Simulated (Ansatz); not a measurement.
Consider the redistribution: `B[SiH2]O[SiH2]F` + silanol → `F[SiH2]O[SiH2][SiH3]` + `BO`.

Computed with Ansatz on PBE0-D4/def2-TZVP structures; ΔE is electronic, products minus reactants. CCSD(T)/CBS adds triple-zeta CCSD(T) − MP2 to the extrapolated MP2 energy (def2 sets, frozen cores). This one scheme is used for every species. DFT in def2-TZVPP. B3LYP here is the variant with VWN-RPA as its local correlation; programs differ in this. One conformer a species, not always the lowest.

`B[SiH2]O[SiH2]F`:

Cartesian coordinates in Å:
```
B -1.226 1.035 -1.272
Si -1.046 -0.723 -0.328
O 0.360 -0.919 0.516
Si 1.675 -0.168 1.076
F 1.239 1.100 1.943
H -0.388 1.888 -1.259
H -2.225 1.252 -1.894
H -1.122 -1.823 -1.331
H -2.182 -0.893 0.621
H 2.507 0.342 -0.037
H 2.409 -1.091 1.965
```

`O[SiH3]`:

```xyz
6

O     0.419    1.211    0.034
Si   -0.276   -0.283   -0.005
H     1.375    1.260    0.021
H     0.091   -1.028   -1.240
H    -1.738   -0.051    0.026
H     0.130   -1.109    1.165
```

`F[SiH2]O[SiH2][SiH3]`:

```xyz
12

F     1.456    0.574   -2.564
Si    0.034    0.968   -1.963
O    -0.592   -0.295   -1.171
Si   -0.536   -1.226    0.188
Si    0.321   -0.022    2.010
H    -0.854    1.308   -3.092
H     0.256    2.099   -1.033
H     0.310   -2.420   -0.081
H    -1.919   -1.686    0.473
H    -0.541    1.151    2.319
H     0.368   -0.913    3.201
H     1.697    0.462    1.715
```

`BO`:

```xyz
5

B    -0.032    0.375    0.189
O     0.338   -0.915    0.060
H     0.285    0.928    1.201
H    -0.651    0.924   -0.682
H     0.060   -1.313   -0.769
```

```csv
level,ΔE (kJ/mol),difference from CCSD(T)/CBS
PBE-D4,-97.3,-19.4
r2SCAN-D4,-85.1,-7.2
PBE0-D4,-90.9,-13.0
B3LYP-D4,-84.7,-6.8
ωB97X-V,-80.2,-2.3
ωB97M-V,-80.6,-2.7
B2PLYP,-79.7,-1.8
PBE,-95.3,-17.4
r2SCAN,-84.4,-6.5
PBE0,-88.9,-11.0
B3LYP,-81.4,-3.5
HF/def2-TZVPP,-61.5,16.4
MP2/def2-TZVPP,-77.9,0.0
SCS-MP2/def2-TZVPP,-73.7,4.2
CCSD/def2-TZVPP,-76.2,1.7
CCSD(T)/def2-TZVPP,-80.3,-2.4
HF/def2-QZVPP,-60.6,17.3
MP2/def2-QZVPP,-76.2,1.7
SCS-MP2/def2-QZVPP,-72.2,5.7
HF/CBS(def2),-60.5,17.4
MP2/CBS(def2),-75.5,2.4
CCSD/CBS(def2),-73.9,4.0
CCSD(T)/CBS,-77.9,0
```

Largest T1 diagnostic among the species: 0.014.

From PBE to PBE0 (25 % exact exchange), in def2-TZVPP and without D4, ΔE moves by +6.4 kJ/mol. In def2-TZVPP, CCSD(T) changes the Hartree–Fock value by −18.7 kJ/mol (the triples alone add −4.0 kJ/mol) and MP2 by −16.4 kJ/mol. The D4 term adds −3.3 kJ/mol with B3LYP and −2.0 kJ/mol with PBE0; it sums over pairs of atoms, weighted by their polarisabilities, and B3LYP, whose exchange is more repulsive, gets the larger term.
